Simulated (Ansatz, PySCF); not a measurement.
C4H7AlO (SMILES C=[CH][Al]([OH])[CH]=C), singlet, geometry from GFN2-xTB (such geometries of metal compounds can be far from the true shape). Base run: CASSCF(4,3)/STO-3G (PySCF).

PySCF was given this input:
```python
from pyscf import gto, scf, mcscf
import numpy

mol = gto.Mole()
mol.atom = '''
    Al    0.04788534    0.25631704    0.58574341
    C     0.18848900    1.49162924   -0.96577103
    C    -0.12682521    1.19661842   -2.22399597
    H     0.52651536    2.51372407   -0.77187731
    H    -0.05421067    1.91147081   -3.03542566
    H    -0.47793836    0.21577804   -2.50698752
    C    -0.22910448   -1.70903270    0.46895412
    C    -0.10662196   -2.44619685   -0.63157824
    H    -0.47586764   -2.24262078    1.39141069
    H    -0.24646767   -3.52091919   -0.64253418
    H     0.14338716   -2.00653854   -1.58531224
    O     0.17064081    0.91339327    2.08731377
    H     0.24132181    1.29172921    2.95189844
'''
mol.basis = 'sto-3g'
mol.verbose = 4
mol.build()

mf = scf.RHF(mol)
mf.kernel()
mc = mcscf.CASSCF(mf, 3, 4)
mc.fix_spin_(ss=0.0)
mc.kernel()
occ = numpy.linalg.eigvalsh(mc.fcisolver.make_rdm1(mc.ci, mc.ncas, mc.nelecas))[::-1]
ss = mc.fcisolver.spin_square(mc.ci, mc.ncas, mc.nelecas)[0]
print('natural occupations', occ.round(4), ' <S^2>', round(ss, 4))
```

Programs used: Ansatz (an electronic-structure program), PySCF; a row that names a program was run with it.

The base run was repeated with changes; each row names its change, and settings that it needs were set with it.

| change | ΔE vs base (kcal/mol) | natural occupations | <S^2> of the state |
|---|---|---|---|
| base | 0.000 | 2.00 1.88 0.12 | 0.00 |
| active space = 4 electrons, 6 orbitals | -12.20 | 1.98 1.89 0.11 0.02 0.00 0.00 | 0.00 |
| conv_tol = 1e-5 | 0.000 | 2.00 1.88 0.12 | 0.00 |
| orbitals = fixed (CASCI) | 25.54 | 2.00 1.99 0.01 | 0.00 |
| active space = 2 electrons, 2 orbitals | 0.71 | 1.88 0.12 | 0.00 |
| solver = newton | 21.51 | 2.00 1.98 0.02 | 0.00 |
| orbitals = fixed (CASCI); correction = SC-NEVPT2 | -166.5 | 2.00 1.99 0.01 | 0.00 |
| correction = SC-NEVPT2 | -168.7 | 2.00 1.88 0.12 | 0.00 |
| start = MP2 natural orbitals | 0.71 | 2.00 1.88 0.12 | 0.00 |
| state_average = 2 states | 34.64 | - | - |
| code = ansatz | 0.009 | - | - |

Active orbitals are taken around the Fermi level unless the row says otherwise; CASSCF can end in different local minima, and two programs can end on different orbitals. State-averaged rows give the lowest state.
